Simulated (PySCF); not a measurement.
# C₆ coefficients of unlike pairs at PBE0

Calculated with PySCF 2.14 from the dipole response of each species, C₆(A,B) = (3/π) ∫ α_A(iu) α_B(iu) du, in atomic units, from isotropic polarisabilities. For ions this is the dispersion term alone; charge-induced terms of lower order in 1/R come first.

| species | configuration | basis | relativity | α (bohr³) | C₆ (like pair) |
| --- | --- | --- | --- | --- | --- |
| B⁺ | [He] 2s2 (1S) | aug-cc-pwCVQZ (9s8p6d4f2g) | none | 10.77 | 29.31 |
| C³⁺ | [He] 2s1 (2S) | aug-cc-pCVTZ-DK with one added diffuse shell each of s, p, d, f type (8s7p5d3f) | spin-free X2C | 3.172 | 2.537 |
| Te | [Kr] 4d10 5s2 5p4 (3P) | x2c-TZVPPall with one added diffuse shell each of s, p, d, f type (9s7p5d3f) | spin-free X2C | 38.94 | 426.5 |
| Ge⁺ | [Ar] 3d10 4s2 4p1 (2P) | x2c-TZVPPall with one added diffuse shell each of s, p, d type (7s6p5d1f) | spin-free X2C | 19.11 | 109.3 |

(1) Estimate C₆ for Ge⁺ with Te.

No spin-orbit coupling is included.

The other pairs:

```tsv
pair	C₆
Te, B⁺	111.3
C³⁺, B⁺	8.617
Ge⁺, B⁺	56.36
Te, C³⁺	32.80
Ge⁺, C³⁺	16.59
```

## Answers

(1) The integral gives 215.7. The combination rule 2 C_A C_B / (C_A α_B/α_A + C_B α_A/α_B) gives 215.8 and the geometric mean 215.9.
